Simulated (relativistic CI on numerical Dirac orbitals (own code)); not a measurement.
# Au4+: 4f photoemission

Computed with this model: Dirac-Coulomb-Breit CI, separate exchange-only KLI orbitals for each configuration, model QED (radiative potential, 1s self-energy scaled to tabulated hydrogen-like ionisation energies), multiplet model of photoemission in the sudden approximation, unscaled Slater integrals; configurations [Xe] 4f14 5d7 → [Xe] 4f13 5d7; 300 K; Lorentzian 0.17 eV and Gaussian 0.5 eV FWHM. Energies are those of the free ion, without screening or charge transfer. The energies are binding energies and can lie tens of eV above those of solids. S is read from ⟨S²⟩ = S(S + 1).

Computed curve for free ion, scaled to 100 at the maximum (points under 2 are left out and the grid is thinned):

Energy (eV), Intensity and a bar:
```
    143.2        2.1 
    143.4        3.2 
    143.5        4.2 #
    143.7        9.5 ##
    143.8       15.5 ####
    144.0       36.9 ###########
    144.1       50.5 ###############
    144.3       75.6 #######################
    144.4       86.7 ##########################
    144.6      100.0 ##############################
    144.7       95.3 #############################
    144.9       64.5 ###################
    145.1       41.1 ############
    145.2       40.8 ############
    145.4       50.8 ###############
    145.5       51.6 ###############
    145.7       37.3 ###########
    145.8       27.5 ########
    146.0       14.8 ####
    146.1       11.9 ###
    146.3        8.8 ##
    146.4        7.8 ##
    146.6        6.7 #
    146.7        6.5 #
    146.9        6.5 #
    147.1        7.6 ##
    147.2        9.2 ##
    147.4       13.2 ###
    147.5       14.8 ####
    147.7       18.0 #####
    147.8       20.8 ######
    148.0       27.7 ########
    148.1       30.3 #########
    148.3       36.6 ###########
    148.4       42.2 ############
    148.6       53.1 ################
    148.8       50.3 ###############
    148.9       44.9 #############
    149.1       34.7 ##########
    149.2       31.3 #########
    149.4       30.7 #########
    149.5       33.2 ##########
    149.7       37.3 ###########
    149.8       36.2 ##########
    150.0       27.2 ########
    150.1       21.2 ######
    150.3       12.0 ###
    150.4        9.4 ##
    150.6        6.3 #
    150.8        4.3 #
    150.9        3.7 
    151.1        2.9 
    151.2        2.6 
    151.4        2.4 
    151.5        2.4 
    151.7        2.3 
    151.8        2.3 
    152.0        2.3 
    152.1        2.2 
    152.3        2.0
```

The ground state has S = 1.38, and the centroid lies at 146.70 eV.
